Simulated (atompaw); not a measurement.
**u(r) = r·R(r): atom against pseudo-atom (thallium)**

Columns: radius, all-electron u(r) and pseudo u(r) of the 5p shell (level -77.74 eV) of thallium in the configuration [Kr] 4d10 4f14 5s2 5p6 5d10 6s2 6p0.75; PBE, scalar-relativistic, PAW (atompaw) scheme, atompaw 4.2.0.5.

```json
{"r (bohr)": "0.062", "all-electron": "-0.1057", "pseudo": "0.0085"}
{"r (bohr)": "0.123", "all-electron": "0.4331", "pseudo": "0.0330"}
{"r (bohr)": "0.185", "all-electron": "0.1570", "pseudo": "0.0733"}
{"r (bohr)": "0.246", "all-electron": "-0.3483", "pseudo": "0.1262"}
{"r (bohr)": "0.308", "all-electron": "-0.6239", "pseudo": "0.1913"}
{"r (bohr)": "0.369", "all-electron": "-0.5908", "pseudo": "0.2638"}
{"r (bohr)": "0.431", "all-electron": "-0.3473", "pseudo": "0.3432"}
{"r (bohr)": "0.492", "all-electron": "-0.0174", "pseudo": "0.4240"}
{"r (bohr)": "0.554", "all-electron": "0.3239", "pseudo": "0.5060"}
{"r (bohr)": "0.615", "all-electron": "0.6177", "pseudo": "0.5837"}
{"r (bohr)": "0.677", "all-electron": "0.8524", "pseudo": "0.6568"}
{"r (bohr)": "0.738", "all-electron": "1.0162", "pseudo": "0.7207"}
{"r (bohr)": "0.800", "all-electron": "1.1200", "pseudo": "0.7751"}
{"r (bohr)": "0.862", "all-electron": "1.1701", "pseudo": "0.8172"}
{"r (bohr)": "0.923", "all-electron": "1.1774", "pseudo": "0.8455"}
{"r (bohr)": "0.985", "all-electron": "1.1528", "pseudo": "0.8601"}
{"r (bohr)": "1.046", "all-electron": "1.1060", "pseudo": "0.8610"}
{"r (bohr)": "1.108", "all-electron": "1.0431", "pseudo": "0.8491"}
{"r (bohr)": "1.169", "all-electron": "0.9723", "pseudo": "0.8263"}
{"r (bohr)": "1.231", "all-electron": "0.8957", "pseudo": "0.7936"}
{"r (bohr)": "1.292", "all-electron": "0.8193", "pseudo": "0.7537"}
{"r (bohr)": "1.354", "all-electron": "0.7431", "pseudo": "0.7067"}
{"r (bohr)": "1.415", "all-electron": "0.6710", "pseudo": "0.6546"}
{"r (bohr)": "1.477", "all-electron": "0.6020", "pseudo": "0.5972"}
{"r (bohr)": "1.538", "all-electron": "0.5388", "pseudo": "0.5382"}
{"r (bohr)": "1.600", "all-electron": "0.4796", "pseudo": "0.4796"}
```

**Question.** How many radial nodes do the two functions have?

**Answer.** The all-electron 5p function has n − l − 1 = 3; the pseudo-wave has 0, since the states of the same l below it are removed with the core.

**Question.** Is the pseudo-wave norm-conserving?

**Answer.** No, it belongs to a PAW set: the norm inside the radius is not constrained, and the difference is carried by the augmentation charge.
